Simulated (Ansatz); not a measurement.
PBE exchange is replaced step by step with exact exchange (0 % is PBE, 25 % PBE0; no dispersion term), basis def2-TZVP, Ansatz. System: the cluster B₂O₃. Charge 0, multiplicity 1. Geometry: PBE-D4/def2-SVP, each spin state at its own.

Geometry of the singlet:

```
atom   x (Å)   y (Å)   z (Å)
  B1   0.912  -0.951   0.031
  B2  -0.912   0.952  -0.026
  O3  -1.757   1.830  -0.068
  O4   0.002   0.003   0.022
  O5   1.754  -1.833   0.041
```

The structure comes from a short search, and lower isomers may exist.

```tsv
exact exchange (%)	HOMO (eV)	LUMO (eV)	gap (eV)	triplet − singlet (kJ/mol)	quintet − singlet (kJ/mol)
0	-8.54	-2.04	6.50	401.6	818.5
5	-8.85	-1.88	6.98	403.1	819.8
10	-9.17	-1.71	7.46	403.6	818.4
15	-9.48	-1.54	7.93	403.0	815.2
25	-10.11	-1.22	8.89	399.1	805.5
35	-10.76	-0.90	9.86	393.1	792.8
```

(1) Fit a straight line to the column «quintet − singlet (kJ/mol)» against the share of exact exchange and predict its value at 50 %.

Answers

(1) With x = exact exchange (%) and y = quintet − singlet (kJ/mol): mean x = 15, mean y = 811.7; Σ(x − x̄)(y − ȳ) = -656.5, Σ(x − x̄)² = 850; slope b = -0.7724, intercept a = ȳ − b·x̄ = 823.3. The residuals of the fitted rows reach 4.8. At x = 50 the line gives 823.3 + (-0.7724 × 50) = 784.7; the run gave 770.8, 13.9 less than the line.
